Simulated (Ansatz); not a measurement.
Relaxation of C4H9NSi (15 atoms, charge 0, multiplicity 1), to a largest force component of 0.015 eV/Å in at most 40 steps.

Theory: Ansatz 0.2.0, RKS PBE0-D4/6-31G*.

```xyz
15
Properties=species:S:1:pos:R:3
C 0.043 -2.263 0.360
C -0.420 -0.954 0.491
C 0.113 0.269 -0.190
Si 1.695 0.119 -1.398
N -0.260 1.474 -0.044
C -1.373 1.794 0.861
H 0.839 -2.525 -0.288
H -0.468 -2.994 0.890
H -1.245 -0.754 1.207
H 1.355 -0.687 -2.556
H 1.971 1.521 -1.856
H 2.865 -0.411 -0.693
H -2.343 1.311 0.519
H -1.172 1.514 1.915
H -1.562 2.841 0.852
```

**Question.** Where does it end, and by what steps?

**Answer.** The run converged. After 6 steps the energy has fallen by 0.387 eV; H7 moved furthest, 0.17 Å.

```csv
step,energy less start (eV),largest force component (eV/Å),accepted
0,0.0000,4.744,yes
1,-0.3138,1.097,yes
2,-0.3437,1.063,yes
3,-0.3822,0.262,yes
4,-0.3860,0.113,yes
5,-0.3871,0.038,yes
6,-0.3872,0.015,yes
```

```xyz
15
Properties=species:S:1:pos:R:3
C 0.046 -2.146 0.329
C -0.419 -0.904 0.498
C 0.156 0.277 -0.165
Si 1.630 0.115 -1.355
N -0.256 1.486 -0.022
C -1.377 1.769 0.857
H 0.891 -2.368 -0.319
H -0.404 -2.995 0.836
H -1.269 -0.749 1.160
H 1.291 -0.782 -2.499
H 1.981 1.462 -1.862
H 2.808 -0.486 -0.663
H -2.297 1.267 0.526
H -1.181 1.462 1.893
H -1.563 2.846 0.855
```

Whether the end is a true minimum wasn't checked by a vibrational analysis.

Time of the run: 52 s on 2 threads of Arm Neoverse N1, on a shared host, peak memory 0.27 GiB.
